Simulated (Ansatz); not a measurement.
Input file for Ansatz (a quantum-chemistry and plane-wave program): U-CCSD(T)/def2-TZVPP on H6SiSn (SMILES [SiH3][SnH3]), a point of a bond scan (R = 1.334 Å). Elements past Kr take the def2 small-core potentials; no spin–orbit coupling. The run froze 14 orbitals, filled d shells among them.

Ansatz 0.2 input:
```yaml
crystal:
  periodic: [false, false, false]
  atoms:
    - {symbol: Sn, position_ang: [-0.61782741, 0.06128438, -0.01104223]}
    - {symbol: Si, position_ang: [1.94433205, -0.19286485, 0.03475042]}
    - {symbol: H, position_ang: [-1.31526903, -0.97677330, -1.18186460]}
    - {symbol: H, position_ang: [-1.06686420, 1.66906744, -0.39602690]}
    - {symbol: H, position_ang: [-1.29897929, -0.32715219, 1.51210016]}
    - {symbol: H, position_ang: [2.27456656, -1.44965227, 0.33581457]}
    - {symbol: H, position_ang: [2.52737364, 0.71260904, 1.05295175]}
    - {symbol: H, position_ang: [2.51320142, 0.14743305, -1.29082092]}
basis:
  gaussian:
    orbitals: def2-TZVPP
correlation: {method: ccsd_t, electrons: outside_noble_gas}
scf: {omitted_lower_state_checks: [cluster_reference]}
magnetization: {spin_polarized: true, initial_magnetization: 0}
```

It printed:

```
WARN ansatz: RAYON_NUM_THREADS=1 ignored (pool sized by the plan → 1); use --threads N
Functional definition: HF
these checks for a lower state are left out or cut short: cluster_reference
integrals: 0.92 GiB planned
1153 factors; integrals over basis functions are off by at most 1.1e-3 eV
mean field: 0.67 GiB planned
mean field evaluation 1: about -13761.1488 eV, gradient 9.6e0 eV
mean field evaluation 2: about -13761.1548 eV, gradient 9.6e0 eV
mean field evaluation 4: about -13762.2333 eV, gradient 1.3e0 eV
mean field evaluation 8: about -13762.2435 eV, gradient 6.3e-4 eV
mean field -13762.24345069 eV, -505.7531184292 hartree, gradient 3.9e-6 eV, S^2 0.000000; 0 other end points of the search recorded, 0 dependent functions left out
14 core orbitals not correlated
reference -13762.24345069 eV, -505.7531184292 hartree; 7, 7 occupied and 155, 155 virtual orbitals, 1153 factors
second order -6.76043020 eV of doubles, -0.00000000 eV of singles
coupled cluster: 1.21 GiB planned
cycle   1  -7.71996977 eV  change   -9.6e-1 eV  update   7.6e-2
cycle   2  -8.07865544 eV  change   -3.6e-1 eV  update   2.6e-2
cycle   3  -8.09624560 eV  change   -1.8e-2 eV  update   6.7e-3
cycle   4  -8.09421956 eV  change    2.0e-3 eV  update   2.3e-3
cycle   5  -8.09310503 eV  change    1.1e-3 eV  update   6.6e-4
cycle   6  -8.09291981 eV  change    1.9e-4 eV  update   1.7e-4
cycle   7  -8.09292650 eV  change   -6.7e-6 eV  update   4.6e-5
cycle   8  -8.09294003 eV  change   -1.4e-5 eV  update   1.2e-5
perturbative correction -0.22684706 eV, -0.0083364758 hartree
Total energy: -13770.56323778 eV, -506.0588649655 hartree
Checks for a lower state left out: cluster_reference
```

Self-consistency was reached.

Cost: about 2.5 core-minutes (a rough figure).
